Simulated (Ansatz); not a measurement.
C$_{8}$H$_{12}$, charge +1, doublet, geometry from GFN2-xTB of the parent state (a state made from the parent by changing its charge; the spin is typed, not shown lowest); Ansatz (a quantum-chemistry and plane-wave program) with HF/def2-SVP.

The Ansatz input:
Ansatz 0.2 input:
```yaml
crystal:
  periodic: [false, false, false]
  atoms:
    - {symbol: C, position_ang: [-0.66358920, -1.71517626, -0.12221672]}
    - {symbol: C, position_ang: [0.66074528, -1.71664829, -0.11683953]}
    - {symbol: C, position_ang: [1.53241546, -0.56622492, -0.52336672]}
    - {symbol: C, position_ang: [1.52936990, 0.56282167, 0.53579847]}
    - {symbol: C, position_ang: [0.66358920, 1.71517626, 0.12221672]}
    - {symbol: C, position_ang: [-0.66074528, 1.71664829, 0.11683953]}
    - {symbol: C, position_ang: [-1.53241546, 0.56622492, 0.52336672]}
    - {symbol: C, position_ang: [-1.52936990, -0.56282167, -0.53579847]}
    - {symbol: H, position_ang: [-1.18903655, -2.59631458, 0.22224305]}
    - {symbol: H, position_ang: [1.18141807, -2.59894940, 0.23186779]}
    - {symbol: H, position_ang: [1.18892459, -0.15489403, -1.47605256]}
    - {symbol: H, position_ang: [2.55218053, -0.92666027, -0.66496647]}
    - {symbol: H, position_ang: [2.54875022, 0.92099046, 0.68567775]}
    - {symbol: H, position_ang: [1.17724058, 0.15226399, 1.48565989]}
    - {symbol: H, position_ang: [1.18903655, 2.59631458, -0.22224305]}
    - {symbol: H, position_ang: [-1.18141807, 2.59894940, -0.23186779]}
    - {symbol: H, position_ang: [-1.18892459, 0.15489403, 1.47605256]}
    - {symbol: H, position_ang: [-2.55218053, 0.92666027, 0.66496647]}
    - {symbol: H, position_ang: [-1.17724058, -0.15226399, -1.48565989]}
    - {symbol: H, position_ang: [-2.54875022, -0.92099046, -0.68567775]}
basis:
  gaussian:
    orbitals: def2-SVP
hamiltonian:
  xc: hf
total_charge: 1
magnetization: {spin_polarized: true, initial_magnetization: 1}
```

Q: Predict the main parts of the log of this Ansatz run.

A: 
```
Functional definition: HF
2248 factors; their error is unknown
mean field evaluation 1: about -8412.3752 eV, gradient 3.0e1 eV
mean field evaluation 2: about -8416.9754 eV, gradient 1.2e1 eV
mean field evaluation 4: about -8417.7500 eV, gradient 5.8e-1 eV
mean field evaluation 8: about -8417.7584 eV, gradient 5.3e-2 eV
mean field evaluation 16: about -8417.8885 eV, gradient 1.4e-4 eV
mean field evaluation 32: about -8418.3324 eV, gradient 9.1e-6 eV
mean field evaluation 64: about -8401.6929 eV, gradient 1.7e1 eV
mean field evaluation 96: about -8417.8885 eV, gradient 1.3e-3 eV
mean field -8418.33243012 eV, -309.3680106562 hartree, gradient 9.1e-6 eV, S^2 0.755708; 3 other end points of the search recorded, 0 dependent functions left out
reference -8418.33243012 eV, -309.3680106562 hartree; 30, 29 occupied and 142, 143 virtual orbitals, 2248 factors
Total energy: -8418.33243012 eV, -309.3680106562 hartree
```
